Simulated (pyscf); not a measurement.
H₂N–Sb(OH)–OH, singlet

Gas-phase minimum from PySCF at ωB97X-D3(BJ)/def2-SVP, one conformer. 

SMILES: [NH2][Sb]([OH])[OH]
```xyz
8

N     -0.7135     0.1529    -2.0388
Sb    -1.8527     0.8276    -0.4740
O     -0.3098     0.6171     0.7403
O     -1.6348     2.6831    -1.1136
H     -1.1257     0.3147    -2.9575
H     -0.4543    -0.8317    -1.9802
H      0.5083     0.7126     0.2308
H     -0.7860     2.7691    -1.5716
```

Bonds (Å): N1–Sb2 2.050, N1–H5 1.020, N1–H6 1.020, Sb2–O3 1.975, Sb2–O4 1.975, O3–H7 0.968, O4–H8 0.968. Bond angles (°): Sb2–N1–H5 114.3, Sb2–N1–H6 114.5, H5–N1–H6 107.9, N1–Sb2–O3 90.0, N1–Sb2–O4 90.0, O3–Sb2–O4 102.3, Sb2–O3–H7 109.0, Sb2–O4–H8 109.5.

Properties at ωB97X-D3(BJ)/def2-SVP:

```yaml
harmonic_wavenumbers_unscaled: 85, 180, 191, 231, 405, 441, 561, 623, 638, 652, 817, 875, 914, 1548, 3552, 3649, 3846, 3850 cm⁻¹
zero_point_energy: 33.0 kcal/mol
rotational_symmetry_number: 1
Entropy of this conformer at 298 K and 1 atm, rigid rotor and harmonic oscillator, modes under 100 cm⁻¹ raised to 100: 339.7 J/(mol K)
dipole_moment: 3.06 D
```

Single-point totals, which compare only within one level (frozen core for MP2 and CC):

```
level                   total energy (hartree)
----------------------  ----------------------
ωB97X-D3(BJ)/def2-TZVP              -448.12481
PBE/def2-TZVP                       -447.78048
r²SCAN/def2-TZVP                    -447.99630
B3LYP-D3(BJ)/def2-TZVP              -448.09885
PBE0-D3(BJ)/def2-TZVP               -447.78850
M06-2X/def2-TZVP                    -447.84286
ωB97M-D3(BJ)/def2-TZVP              -448.10058
HF/def2-TZVPP                       -445.89892
MP2/def2-TZVPP                      -446.95722
CCSD/def2-TZVPP                     -446.95399
CCSD(T)/def2-TZVPP                  -446.99274
```

Soft torsions are taken as harmonic, which can shift the entropy by several J/(mol K). The CCSD(T) − MP2 part came from Ansatz, without density fitting, on the same reference. The frozen core leaves the outer d or s,p core shells of the metals and heavy elements correlated in the MP2 and CC values, and def2-TZVPP describes them poorly, so these totals are far from the basis limit. Elements past Kr carry the def2 core potentials, without spin-orbit coupling.
